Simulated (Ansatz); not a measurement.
Relaxation of Cl2FGeH5O2Si (12 atoms, charge 0, multiplicity 1), to a largest force component of 0.03 eV/Å in at most 50 steps.

Method: Ansatz 0.2.0, RHF/def2-SVP.

```xyz
12
Properties=species:S:1:pos:R:3
Ge 0.110 -0.391 -0.465
F 0.975 0.507 2.136
Cl 2.006 0.427 -0.925
O -1.036 0.791 0.049
H -1.833 0.838 -0.463
Cl -0.667 -1.294 -2.260
O 0.261 -1.697 0.691
Si 0.273 -3.359 0.764
H 1.201 -3.906 -0.247
H 0.728 -3.726 2.120
H -1.086 -3.886 0.532
H 0.772 -0.351 2.363
```

Q: Where does it end, and by what steps?

A: The run converged. After 47 steps the energy has fallen by 0.274 eV; H5 moved furthest, 1.55 Å.

```tsv
step	energy less start (eV)	largest force component (eV/Å)	accepted
0	0.0000	0.494	yes
2	-0.0208	0.888	yes
4	-0.0183	2.072	no
6	-0.0572	0.625	yes
8	-0.0791	0.157	yes
10	-0.0872	0.074	yes
12	-0.0949	0.287	yes
14	-0.1093	0.399	yes
16	-0.1083	0.893	no
18	-0.1141	0.902	no
20	-0.1257	0.067	yes
22	-0.1253	0.833	no
24	-0.1317	0.211	yes
26	-0.1339	0.711	no
28	-0.1384	0.347	yes
30	-0.1505	0.307	yes
32	-0.1507	1.597	no
34	-0.1796	0.600	yes
36	-0.2105	1.037	yes
38	-0.2597	0.319	yes
40	-0.2691	0.085	yes
42	-0.2713	0.049	yes
44	-0.2727	0.079	yes
46	-0.2735	0.042	yes
47	-0.2737	0.029	yes
```

```xyz
12
Properties=species:S:1:pos:R:3
Ge 0.007 -0.506 -0.772
F 0.135 0.383 2.380
Cl 1.939 0.080 -1.438
O -0.942 0.830 -0.252
H -0.774 1.132 0.634
Cl -1.011 -1.522 -2.335
O 0.222 -1.607 0.569
Si 0.432 -3.252 0.810
H 1.384 -3.776 -0.189
H 0.968 -3.412 2.175
H -0.867 -3.939 0.684
H 0.208 -0.457 2.029
```

Whether the end is a true minimum wasn't checked by a vibrational analysis.

The run took 3.5 min on 4 threads of Arm Neoverse N1, on a shared host, peak memory 0.52 GiB.
